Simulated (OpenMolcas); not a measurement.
## Cu6+, Ag6+, Au6+: d5 down the group

```json
{
 "Program": "OpenMolcas",
 "Method": "CASSCF",
 "Basis": "ANO-RCC-VQZP",
 "Scalar Hamiltonian": "DKH2, point nucleus",
 "Spin-orbit coupling": "state interaction with AMFI integrals over the reference wave functions, term energies averaged over their components"
}
```

Active space for each ion: 5 electrons in 5 orbitals (d).

Computed levels in cm-1 above 6S 5/2:

```csv
Level,Cu6+,Ag6+,Au6+
4G 7/2,51961,35900,31354
4G 11/2,51989,36081,32900
4G 9/2,52023,36280,34694
4P 1/2,60055,41492,37691
4D 7/2,64396,44037,42613
4D 1/2,64731,45824,49175
2I 11/2,73998,51126,48200
2I 13/2,74244,52394,53142
2F 7/2(1),85864,62061,70098
weight of 6S in the lowest level (%),100,98,82
```

Mixed levels, with the weight of the term that names them: Ag6+ 2F 7/2(1) (56 %), Au6+ 4G 7/2 (63 %), Au6+ 4G 11/2 (74 %), Au6+ 4P 1/2 (63 %), Au6+ 4D 7/2 (62 %), Au6+ 4D 1/2 (70 %), Au6+ 2I 11/2 (70 %), Au6+ 2F 7/2(1) (61 %).

Measured, with the error of the calculation in %. Measured levels: Cu6+, Ag6+ from the list in Gamrath, thesis, University of Mons (2023).

```csv
Level,Cu6+,Ag6+
4G 7/2,,30378 (+18.2)
4G 11/2,,30662 (+17.7)
4G 9/2,,30907 (+17.4)
4P 1/2,51407 (+16.8),34605 (+19.9)
4D 7/2,55742 (+15.5),36485 (+20.7)
4D 1/2,56210 (+15.2),38685 (+18.5)
2I 11/2,67757 (+9.2),44011 (+16.2)
2I 13/2,67918 (+9.3),45546 (+15.0)
2F 7/2(1),74408 (+15.4),53353 (+16.3)
```

Without spin-orbit coupling 4G lies 51979, 36033, 32444 cm-1 above 6S in that order; the difference to the level 4G 7/2, of either sign, comes from spin-orbit coupling, which also lowers the zero.

Without dynamic correlation excited terms often stand tens of per cent too high (terms of higher spin than the ground term too low), and those without a measured partner can miss by more than the paired ones. Measured partners are found by configuration, term and J. A level has none where our copy of the source lacks it or the pairing is in doubt (some pairs that miss far off the trend of their configuration count as doubtful), and it then counts in no deviation. Only configurations of the active space appear.

A number in round brackets counts repeated terms of one configuration in the order of the reference energies.
